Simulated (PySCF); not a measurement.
NMR data sheet: C7H11NSi2

```
Formula                               : C7H11NSi2
SMILES                                : C=N[SiH2][SiH2]c1ccccc1
Point group of the computed structure : C1
Degrees of unsaturation               : 5
Carbon signals                        : 5
Proton signals                        : 7
```

Structure with atom numbers: `[CH2:1]=[N:2][SiH2:3][SiH2:4][c:5]1[cH:6][cH:7][cH:8][cH:9][cH:10]1`. Hydrogens are named by the atom that carries them. Ha(C1) is cis to Si3; Hb(C1) is trans to Si3.

- GIAO PBE0/pcSseg-1 shieldings
- GFN2-xTB geometry
- run in PySCF 2.14.0 with density-fitted response routines
- in vacuum, one conformer, equivalent nuclei averaged, non-relativistic Hamiltonian

Referencing at the same level of theory: $^{1}$H (σref 31.72), $^{13}$C (σref 186.93), $^{29}$Si (σref 349.16) vs TMS; $^{15}$N (σref 267.73) vs NH3.

| carbon | δC, type | δH (multiplicity) | HMBC from (2–3 bonds) | span of the C tensor (ppm) |
| --- | --- | --- | --- | --- |
| C1 | 171.5, CH2 | Ha(C1) 8.75 (m); Hb(C1) 8.61 (m) | H(Si3) | 205 |
| C5 | 135.8, C | – | H(C6)/H(C10), H(C7)/H(C9), H(Si3), H(Si4) | 239 |
| C6/C10 | 141.3, CH | 7.86 (d) | H(C6)/H(C10), H(C7)/H(C9), H(C8), H(Si4) | 243 |
| C7/C9 | 133.4, CH | 7.62 (m) | H(C6)/H(C10), H(C7)/H(C9), H(C8) | 237 |
| C8 | 134.8, CH | 7.61 (m) | H(C6)/H(C10), H(C7)/H(C9) | 239 |

Other nuclei:
```csv
atoms,nucleus,environment,δ (ppm),σ (ppm)
H(Si3),$^{1}$H,"hydrogen on a silicon bonded to N, Si",5.28,26.44
H(Si4),$^{1}$H,"hydrogen on a silicon bonded to C, Si",4.67,27.05
Si3,$^{29}$Si,"silicon bonded to N, Si, 2 H",-53.2,402.4
Si4,$^{29}$Si,"silicon bonded to C, Si, 2 H",-66.6,415.8
N2,$^{15}$N,imine nitrogen,418.8,-151.1
```

Carbon types of the structure: 1 × C, 5 × CH, 1 × CH2, leaving 4 H on heteroatoms. δC 171.5: C=N carbon. δC 141.3, 134.8, 133.4: aromatic CH. δC 135.8: substituted aromatic carbon. δH 8.75, 8.61: hydrogen on a C=N carbon. δH 7.86, 7.62, 7.61: hydrogen on an aromatic CH; aromatic region.

Shifts are as computed. Against solution values, carbons near 30 ppm lie about +3 ppm off and those near 130 ppm about +5 ppm. Of 1211 compounds with measured shifts, 218 miss one by over three times the rms of a fit or turn the order of signals round; such compounds aren't used in these exercises. Experimental scales use liquid or dissolved standards, which lie at an offset from isolated NH3 (liquid NH3: subtract about 20 ppm). Unscaled 15N shifts of sp2 nitrogen come out 20 to 40 ppm too high even then. No couplings were computed; multiplicities are counted from neighbouring protons, with m where these are inequivalent, close in shift, in a saturated or five-membered ring or joined by F or P, and br s for small geminal =CH2 splittings.
